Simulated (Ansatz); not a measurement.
The cluster Ge₈Ir⁻. Total charge -1; triplet. Geometry PBE-D4/def2-SVP; atoms count from 1.

```xyz
9

Ir    0.827    0.039   -0.099
Ge    0.622   -2.391   -0.976
Ge   -0.448    1.446   -1.666
Ge    0.334    0.615    2.332
Ge   -1.580   -0.895   -1.299
Ge   -1.912    1.055    0.700
Ge    0.265    2.581    0.654
Ge    2.832   -1.030   -0.821
Ge   -0.939   -1.420    1.176
```

In the def2 sets Ir takes a core potential; there is no spin–orbit coupling. At PBE-D4/def2-SVP a singlet of charge -1 lies 0.09 eV below the triplet, each at its own geometry. The structure comes from a short search, and lower isomers may exist.

(1) Estimate the Mulliken populations from the PBE/def2-SVP orbitals of Ansatz.

(2) Where does the spin sit?

(3) And the Mayer bond orders between heavy atoms (over 0.3)?

Results:

(1) 
```tsv
atom	charge (e)	spin (α − β)	d electrons
Ir1	-0.43	0.27	8.03
Ge2	-0.09	0.26	–
Ge3	-0.09	0.25	–
Ge4	-0.12	0.05	–
Ge5	-0.09	0.16	–
Ge6	-0.02	0.09	–
Ge7	-0.12	0.22	–
Ge8	0.09	0.52	–
Ge9	-0.14	0.18	–
```
Mulliken values depend strongly on the basis.

(2) Summed by element: Ir 0.27, Ge 1.73, of 2 unpaired in all. Largest on single atoms: Ge8 0.52, Ir1 0.27, Ge2 0.26.

(3) Ir1–Ge2 0.53 (2.59 Å); Ir1–Ge3 0.78 (2.46 Å); Ir1–Ge4 0.62 (2.55 Å); Ir1–Ge5 0.38 (2.85 Å); Ir1–Ge7 0.48 (2.71 Å); Ir1–Ge8 1.29 (2.38 Å); Ir1–Ge9 0.59 (2.62 Å); Ge2–Ge5 0.57 (2.68 Å); Ge2–Ge8 0.77 (2.60 Å); Ge2–Ge9 0.44 (2.83 Å); Ge3–Ge5 0.57 (2.63 Å); Ge3–Ge6 0.43 (2.81 Å); Ge3–Ge7 0.55 (2.68 Å); Ge4–Ge6 0.41 (2.81 Å); Ge4–Ge7 0.66 (2.59 Å); Ge4–Ge9 0.55 (2.66 Å); Ge5–Ge6 0.37 (2.81 Å); Ge5–Ge9 0.60 (2.61 Å); Ge6–Ge7 0.57 (2.66 Å); Ge6–Ge9 0.45 (2.70 Å).
